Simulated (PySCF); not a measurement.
SMILES C[O][Al]([OH])[O]C(C)(C)C, GFN2-xTB optimised geometry.

```
22

Al     0.87     0.39     0.00
O      2.53     0.39     0.00
H      3.20    -0.27     0.00
O      0.02     1.82     0.00
C     -0.02     3.22    -0.01
H      0.99     3.65    -0.04
H     -0.57     3.56    -0.89
H     -0.53     3.57     0.89
O      0.07    -1.06     0.01
C     -1.16    -1.74     0.03
C     -0.98    -3.04    -0.76
C     -1.52    -2.04     1.49
C     -2.24    -0.87    -0.61
H     -1.91    -3.61    -0.77
H     -0.20    -3.65    -0.31
H     -0.70    -2.81    -1.78
H     -0.74    -2.65     1.94
H     -2.46    -2.58     1.54
H     -1.60    -1.11     2.04
H     -1.97    -0.65    -1.64
H     -2.30     0.07    -0.07
H     -3.20    -1.37    -0.58
```

Density from CAM-B3LYP/def2-SVP in PySCF 2.14.0 at that geometry.

Minimum of the electron density along straight lines between bonded atoms, close to the bond critical point (lines longer than 1.1 times the sum of covalent radii, or with two minima, are not listed):

```
bond     length / Å  ρ at the minimum / e bohr⁻³  ∇²ρ there / e bohr⁻⁵  position (fraction from the first atom)
-------  ----------  ---------------------------  --------------------  ---------------------------------------
Al1–O2        1.661                        0.107                  1.02                                     0.43
O2–H3         0.948                          ___                   ___                                     0.82
Al1–O4        1.662                        0.103                  0.99                                     0.43
O4–C5         1.397                        0.256                 -0.32                                     0.66
C5–H6         1.092                        0.282                 -1.08                                     0.64
C5–H7         1.094                        0.281                 -1.07                                     0.64
C5–H8         1.094                        0.281                 -1.07                                     0.64
Al1–O9        1.654                        0.106                  1.02                                     0.43
O9–C10        1.401                        0.255                 -0.31                                     0.66
C10–C11       1.533                        0.250                 -0.60                                     0.50
C10–C12       1.531                        0.251                 -0.60                                     0.50
C10–C13       1.528                        0.252                 -0.60                                     0.50
C11–H14       1.087                        0.277                 -1.02                                     0.62
C11–H15       1.087                        0.277                 -1.03                                     0.63
C11–H16       1.087                        0.277                 -1.02                                     0.63
C12–H17       1.087                        0.277                 -1.03                                     0.63
C12–H18       1.087                        0.277                 -1.02                                     0.63
C12–H19       1.088                        0.276                 -1.02                                     0.63
C13–H20       1.088                        0.276                 -1.02                                     0.63
C13–H21       1.087                        0.278                 -1.04                                     0.63
C13–H22       1.087                        0.276                 -1.02                                     0.62
```

### Question
What belongs in the gaps?

### Answer

- O2–H3, ρ at the minimum / e bohr⁻³: 0.358
- O2–H3, ∇²ρ there / e bohr⁻⁵: -2.55
